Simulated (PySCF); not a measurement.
Cartesian coordinates in Å; atom numbers follow the order of the lines, from 1:
```xyz
17

F     2.371   -2.294   -0.301
C     1.637   -1.140   -0.316
Si    2.312    0.003    1.051
P     0.423   -1.182   -1.480
C    -0.345    0.522   -1.299
C    -1.778    0.464   -0.771
C    -1.826    0.001    0.669
F    -1.084    0.768    1.483
F    -3.074    0.027    1.160
F    -1.384   -1.256    0.826
H     1.724    1.339    0.977
H     2.000   -0.652    2.317
H     3.752    0.070    0.805
H     0.269    1.163   -0.668
H    -0.378    0.956   -2.301
H    -2.383   -0.231   -1.357
H    -2.244    1.452   -0.805
```

Computational details: σ from GIAO-PBE0/pcSseg-1, geometry: GFN2-xTB, in PySCF 2.14.0 with density-fitted response routines (single conformer, gas phase, averaged over atoms made equivalent by symmetry, fast rotation or ring inversion, non-relativistic Hamiltonian).

Referencing at the same level of theory: ¹³C (σ = 186.93 ppm) and ¹H (σ = 31.72 ppm) and ²⁹Si (σ = 349.16 ppm) against TMS; CFCl3 for ¹⁹F (σ = 170.95 ppm); ³¹P (σ = 318.38 ppm) against H3PO4.

```tsv
atoms	nucleus	count	δ (ppm)
F8/F9/F10	¹⁹F	3	-76.6
C7	¹³C	1	135.9
C2	¹³C	1	248.6
Si3	²⁹Si	1	-90.2
C5	¹³C	1	?
H14/H15	¹H	2	2.50
F1	¹⁹F	1	-31.6
H16/H17	¹H	2	2.44
P4	³¹P	1	289.9
C6	¹³C	1	?
H11/H12/H13	¹H	3	?
```

Problem. Estimate the values marked ?.

Solution. 
- C6: 35.5 ppm, sp3 CH2; aliphatic region, no heteroatom directly attached
- C5: 25.9 ppm, sp3 CH2 bonded to P
- H11/H12/H13: 4.37 ppm, hydrogen on a silicon bonded to C

Shifts are as computed. Against solution values, carbons near 30 ppm lie about +3 ppm off and those near 130 ppm about +5 ppm. Of 1211 compounds with measured shifts, 218 miss one by over three times the rms of a fit or turn the order of signals round; such compounds aren't used in these exercises. Unscaled 19F shifts against computed CFCl3 carry errors that often reach 10 to 50 ppm. Experimental scales use liquid or dissolved standards, which lie at an offset from isolated H3PO4.
